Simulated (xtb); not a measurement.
C3H8O2Si, SMILES CO[Si@@H](C=C)O. All values are semi-empirical tight-binding results from xtb (GFN2-xTB unless named), good for trends rather than for accurate numbers. Coordinates come from a GFN2-xTB optimisation. The structure was generated by enumeration; whether it is a known compound was not checked. Other conformers were not sampled.

Optimised geometry:

```xyz
14

C      2.4429    -0.2481    -0.6311
C      1.6016    -0.7667     0.2486
Si    -0.2615    -0.5310     0.2626
O     -0.8629    -0.2379     1.7528
O     -0.4712     0.7078    -0.7735
C     -1.6702     1.3296    -1.1277
H      2.0914     0.3921    -1.4226
H      3.5071    -0.4304    -0.5995
H      1.9975    -1.4109     1.0247
H     -1.0433    -1.7144    -0.0769
H     -0.5083     0.4498     2.3113
H     -2.2817     1.5431    -0.2473
H     -1.4294     2.2645    -1.6361
H     -2.2456     0.6914    -1.8029
```
Charge 0, spin multiplicity 1.

```json
{
  "orbital_gap": "4.55 eV",
  "dipole_moment": "1.33 D",
  "zero_point_energy": "65.7 kcal/mol",
  "G − E(el) at 298.15 K (modified RRHO)": "44.3 kcal/mol",
  "static polarisability (D4 model)": "76.5 bohr³",
  "solvation energy, GFN2-xTB/ALPB(water)": "-4.6 kcal/mol",
  "solvation energy, GFN2-xTB/ALPB(hexane)": "-4.2 kcal/mol"
}
```

**Question.** Give the atomic charges and the Wiberg bond orders between heavy atoms. (Estimate from the structure and the level; the computed values follow.)

**Answer.** charges (e) C1 -0.08, C2 -0.13, Si3 0.57, O4 -0.48, O5 -0.36, C6 0.04, H7 0.04, H8 0.03, H9 0.02, H10 -0.07, H11 0.30, H12 0.03, H13 0.05, H14 0.03. Bond orders C1–C2 2.00, C2–Si3 0.87, Si3–O4 1.15, Si3–O5 1.11, O5–C6 1.00.
